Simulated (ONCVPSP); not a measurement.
# Transferability test, ONCV potential for bromine

ONCVPSP 4.0.1 input, shortened (lines: element, Z, core and valence counts, functional; n l f; lmax; l rc ep ncon nbas qcut; lloc lpopt rc5 dvloc0; l nproj debl; icmod fcfact rcfact), LDA (Perdew-Wang 92), scalar-relativistic:

```
  Br 35.00    6    2  -001012      upf
    1    0    2.00
    2    0    2.00
    2    1    6.00
    3    0    2.00
    3    1    6.00
    3    2   10.00
    4    0    2.00
    4    1    4.00
    2
    0    1.20    0.00    4    7    4.70
    1    1.55    0.00    4    8    4.60
    2    1.15    0.09    4    8    8.60
    4    5    1.15    0.00
    0    3    2.50
    1    2    1.60
    2    3    3.20
    3    4.75    1.60
```

Energies are relative to the spin-unpolarised reference configuration 4s2 4p4; without spin polarisation the order of configurations can differ from experiment.

```json
{"valence configuration": "4s2 4p3", "charge": "+2", "ΔE all-electron (eV)": "22.941", "error AE − PS (meV)": "-24"}
{"valence configuration": "4s2 4p4.5", "charge": "+0.5", "ΔE all-electron (eV)": "-7.557", "error AE − PS (meV)": "-1.5"}
```

(1) What are ΔE and the potential's error for 4s2 4p2?

(2) What are ΔE and the potential's error for 4s2 4p5?

Levels in the configuration 4s2 4p3:

```csv
level,all-electron (eV),pseudo (eV)
4s,-42.069,-42.124
4p,-28.429,-28.477
```

Note: ghosts flagged at negative energy: s at -249.4 eV, d at -78.1 eV; GHOST(+) flags only above 600 eV. A true bound ghost makes a file unfit for plane-wave use.

Answers

(1) ΔE = 57.160 eV all-electron; the error (AE − PS) is -122 meV.

(2) ΔE = -12.704 eV all-electron; the error (AE − PS) is -6.6 meV.
